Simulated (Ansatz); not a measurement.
Isolated molecules relaxed with PBE0-D4/def2-TZVP in Ansatz; ΔE leaves out vibrations. CCSD(T)/CBS adds triple-zeta CCSD(T) − MP2 to the extrapolated MP2 energy (def2 sets, frozen cores). This one scheme is used for every species, atoms too. DFT in def2-TZVPP. B3LYP here is the variant with VWN-RPA as its local correlation; programs differ in this. Open shells (•) are unrestricted, without spin–orbit coupling. Spin–orbit coupling would lower the free atoms: a little for C, F; clearly for Ga. Bonds to Ga are less sure, by a few kJ/mol each and by 10 to 20 or more in all where they break to atoms, as the def2 sets lack core-valence functions. Scalar relativity is left out up to krypton. One conformer a species, not always the lowest.

`[CH3][GaH][CH2]F` → 2 C• + F• + Ga• + 6 H•  (atomization)

| level | ΔE (kJ/mol) | difference from CCSD(T)/CBS |
| --- | --- | --- |
| PBE-D4 | 3411.6 | 38.2 |
| r2SCAN-D4 | 3375.3 | 1.9 |
| PBE0-D4 | 3363.1 | -10.3 |
| ωB97X-V | 3375.0 | 1.6 |
| PBE | 3396.0 | 22.6 |
| B3LYP | 3326.8 | -46.6 |
| MP2/def2-TZVPP | 3340.4 | -33.0 |
| MP2/def2-QZVPP | 3381.2 | 7.8 |
| HF/CBS(def2) | 2484.3 | -889.1 |
| MP2/CBS(def2) | 3409.7 | 36.3 |
| CCSD(T)/CBS | 3373.4 | 0 |

Largest T1 diagnostic among the species: 0.013.

In def2-TZVPP, CCSD(T) changes the Hartree–Fock value by +823.2 kJ/mol (the triples alone add +41.8 kJ/mol) and MP2 by +859.5 kJ/mol; breaking electron pairs costs correlation energy, which Hartree–Fock lacks. From PBE to PBE0 (25 % exact exchange), in def2-TZVPP and without D4, ΔE moves by −46.0 kJ/mol: exact exchange takes away binding that semilocal exchange gives to molecules. The D4 term adds +25.2 kJ/mol with B3LYP and +13.2 kJ/mol with PBE0; it sums over pairs of atoms, weighted by their polarisabilities, and B3LYP, whose exchange is more repulsive, gets the larger term.

For atomizations the MP2-based limit and the directly extrapolated one differ by several kJ/mol either way, and by 10 to 25 for some Ge, Se and Sn compounds, so smaller differences from it don't rank the levels.
